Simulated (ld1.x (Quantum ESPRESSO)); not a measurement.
## sulfur (S): variants of one TM potential

Base potential:

sulfur, norm-conserving Troullier–Martins (Kleinman–Bylander form), made with ld1.x (Quantum ESPRESSO) 7.5 (BLYP, scalar-relativistic). Core [Ne], reference 3s1.75 3p4.25. Waves: 3p (bound): rc 1.55 bohr; 3d channel at -0.15 Ry: rc 1.40 bohr; 3s (bound): rc 1.10 bohr. Local part: the s channel. Core correction: a·sin(br)/r model core inside 1.05 bohr.

All-electron outer shells of the reference configuration (BLYP, scalar-relativistic, ld1.x):

```json
{"shell": "2s", "level (eV)": "-211.93", "outermost node (bohr)": "0.13", "outermost maximum (bohr)": "0.39"}
{"shell": "2p", "level (eV)": "-156.93", "outermost node (bohr)": "–", "outermost maximum (bohr)": "0.33"}
{"shell": "3s", "level (eV)": "-17.29", "outermost node (bohr)": "0.60", "outermost maximum (bohr)": "1.40"}
{"shell": "3p", "level (eV)": "-7.00", "outermost node (bohr)": "0.58", "outermost maximum (bohr)": "1.59"}
```

Cutoffs, loose and tight: the cutoffs (Ry, on a coarse ladder) from which the occupation-weighted sum of valence levels, in a spherical-Bessel basis at the reference potential, stays within 10 and 1 mRy of its value at 400 Ry. They do not see the model core or the augmentation charge, which bear on the density cutoff. Test errors are all-electron minus pseudo excitation energies from the reference, over the configurations 3s2 3p4; 3s2 3p3; 3s2 3p2; 3s2 3p0; 3s0 3p6; 3s2 3p4.3; 3s1 3p5. A dash means not determined; rows that change the core or the reference have their own tests.

A true bound ghost makes a file unfit for plane-wave use even where its test errors are small: the radial tests pick states by their node count and pass the ghost by.

```csv
change,outcome,"cutoff, loose","cutoff, tight",bound ghosts,largest test error (meV)
base,generated,60 Ry,140 Ry,none,+289
"all radii but the core radius scaled by about 0.74 (s 0.80, p 1.14, d 1.04 bohr)",generated,over 300 Ry,over 300 Ry,s (extra level of the local part),+1000
"all radii but the core radius scaled by about 0.84 (s 0.92, p 1.30, d 1.18 bohr)",generated,110 Ry,over 300 Ry,none,+467
"all radii but the core radius scaled by about 1.09 (s 1.20, p 1.68, d 1.52 bohr)",generated,45 Ry,100 Ry,none,+258
"all radii but the core radius scaled by about 1.15 (s 1.26, p 1.78, d 1.60 bohr)",generated,40 Ry,60 Ry,none,+238
"all radii but the core radius scaled by about 1.29 (s 1.42, p 2.00, d 1.80 bohr)",generated,35 Ry,60 Ry,none,+189
```

(1) What comes out with this change to the base: all radii but the core radius scaled by about 1.38 (s 1.52, p 2.14, d 1.94 bohr)?

(2) What comes out with this change to the base: all radii but the core radius scaled by about 0.92 (s 1.02, p 1.42, d 1.28 bohr)?

(3) What comes out with this change to the base: all radii but the core radius scaled by about 1.21 (s 1.34, p 1.88, d 1.70 bohr)?

## Answers

(1) outcome: generated; cutoff, loose: 35 Ry; cutoff, tight: 55 Ry; bound ghosts: none; largest test error (meV): +181.

(2) outcome: generated; cutoff, loose: 80 Ry; cutoff, tight: 200 Ry; bound ghosts: none; largest test error (meV): +333.

(3) outcome: generated; cutoff, loose: 35 Ry; cutoff, tight: 60 Ry; bound ghosts: none; largest test error (meV): +216.

Reading the sweep of the scale of all radii but the core radius (base = 1) (base included, trends over the rows without a ghost): The loose cutoff falls from 110 Ry at 0.84 to 35 Ry at 1.38. A larger radius leaves more room for a smooth pseudo-wave, so fewer plane waves are needed; a smaller one forces it to follow the all-electron wave where it bends sharply. The median size of the test errors (rows with all tests solved) is not monotonic: lowest 0.6 meV at 1.09, highest 11.2 meV at 0.84. Bound ghosts are found at 0.74.
